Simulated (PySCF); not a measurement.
Job file and geometry (Å, from GFN2-xTB) of an NMR shielding run on SMILES CC(C)CC[SiH2]F, C$_{5}$H$_{13}$FSi, GIAO PBE0/pcSseg-1 NMR shielding, non-relativistic, gas phase in PySCF; density fitting, a coarse starting grid and PySCF grid level 2 are the driver's defaults:

```
$ OMP_NUM_THREADS=1 python probes_run.py task.json out

{"job": {"kind": "nmr", "xc": "PBE0", "basis": "pcSseg-1"}, "charge": 0, "multiplicity": 1}
C     -1.464877     1.050418    -0.145232
C     -0.728248    -0.260004    -0.408988
C     -1.730278    -1.366068    -0.737016
C      0.131709    -0.680467     0.786825
C      1.256937     0.297548     1.136544
Si     2.496646     0.650401    -0.257510
F      1.907294     1.827373    -1.192883
H     -0.767456     1.876587    -0.039638
H     -2.131116     1.280216    -0.973826
H     -2.061457     0.975927     0.762356
H     -0.073700    -0.118449    -1.276552
H     -1.217997    -2.300811    -0.955429
H     -2.329012    -1.094829    -1.603624
H     -2.400823    -1.531650     0.104453
H      0.572305    -1.657824     0.571783
H     -0.517827    -0.801915     1.659178
H      1.797031    -0.108971     1.994514
H      0.822601     1.239698     1.476568
H      3.740691     1.206547     0.258189
H      2.692428    -0.473049    -1.162747
```

Q: Write the output of this run.

A: 
```
coarse grid: 16200 points
cycle   1  E = -587.1110163891  dE =  4.037e-01  |g| = 6.626e-01  |ddm| = 3.732e+00
cycle   2  E = -587.0470606092  dE =  6.396e-02  |g| = 9.276e-01  |ddm| = 1.255e+00
cycle   3  E = -587.2000877958  dE = -1.530e-01  |g| = 7.879e-02  |ddm| = 7.510e-01
cycle   4  E = -587.2011078372  dE = -1.020e-03  |g| = 2.993e-02  |ddm| = 7.548e-02
cycle   5  E = -587.2012927841  dE = -1.849e-04  |g| = 5.259e-03  |ddm| = 2.737e-02
cycle   6  E = -587.2012986462  dE = -5.862e-06  |g| = 1.794e-03  |ddm| = 7.002e-03
final grid: 149408 points
cycle   7  E = -587.2489016172  dE = -5.156e-05  |g| = 9.906e-03  |ddm| = 3.169e-02
cycle   8  E = -587.2488885151  dE =  1.310e-05  |g| = 1.222e-02  |ddm| = 1.974e-02
cycle   9  E = -587.2489273963  dE = -3.888e-05  |g| = 6.775e-04  |ddm| = 1.122e-02
cycle  10  E = -587.2489274749  dE = -7.862e-08  |g| = 2.590e-04  |ddm| = 7.176e-04
cycle  11  E = -587.2489274864  dE = -1.151e-08  |g| = 6.197e-05  |ddm| = 2.084e-04
cycle  12  E = -587.2489274870  dE = -5.743e-10  |g| = 2.261e-05  |ddm| = 6.603e-05
converged SCF energy = -587.2489274870

GIAO shielding tensors (ppm)
atom      isotropic    diamagn.    paramagn.     s11        s22        s33       span
  0 C      165.070     249.390     -84.320    149.319    159.735    186.155     36.836
  1 C      154.196     247.873     -93.677    146.505    154.361    161.722     15.217
  2 C      160.016     247.137     -87.121    139.618    152.247    188.183     48.566
  3 C      148.957     249.173    -100.216    136.706    143.627    166.538     29.832
  4 C      170.115     253.472     -83.357    155.462    173.934    180.949     25.486
  5 Si     335.577     877.564    -541.986    273.153    339.780    393.800    120.647
  6 F      396.707     471.036     -74.329    366.048    389.059    435.013     68.965
  7 H       30.087      32.466      -2.379     24.854     30.165     35.244     10.390
  8 H       30.663      31.194      -0.531     26.548     28.067     37.372     10.823
  9 H       31.350      31.963      -0.613     28.211     28.662     37.177      8.965
 10 H       30.154      34.890      -4.736     26.132     29.533     34.797      8.665
 11 H       30.617      30.601       0.017     26.094     28.462     37.297     11.204
 12 H       30.524      30.050       0.474     26.123     27.957     37.493     11.369
 13 H       30.937      30.680       0.257     27.626     28.801     36.386      8.760
 14 H       30.151      33.756      -3.606     25.190     30.339     34.922      9.732
 15 H       30.378      33.390      -3.012     25.711     30.287     35.138      9.427
 16 H       30.992      30.283       0.708     25.438     29.144     38.393     12.955
 17 H       30.312      32.450      -2.138     26.085     30.017     34.834      8.749
 18 H       26.481      27.536      -1.055     22.489     24.839     32.115      9.626
 19 H       26.547      29.500      -2.953     23.962     24.771     30.909      6.947
```

Q: Turn these shieldings into chemical shifts. References, each an isolated molecule treated in the same way: 13C (186.93 ppm) and 29Si (349.16 ppm) and 1H (31.72 ppm) against TMS; CFCl3 for 19F (170.95 ppm).

A: Averaging equivalent atoms: C 3: 38.0; C 1: 32.7; C 0/2: 24.4; C 4: 16.8; Si 5: 13.6; F 6: -225.8; H 18/19: 5.20; H 10: 1.56; H 14/15: 1.45; H 16/17: 1.07; H 7/8/9/11/12/13: 1.02 ppm. Unscaled 19F shifts against computed CFCl3 carry errors that often reach 10 to 50 ppm.

Size and cost of the density-fitted run: 191 basis functions, 58 s wall time on 1 thread of an Arm Neoverse N1, shared host; peak memory 0.85 GiB.
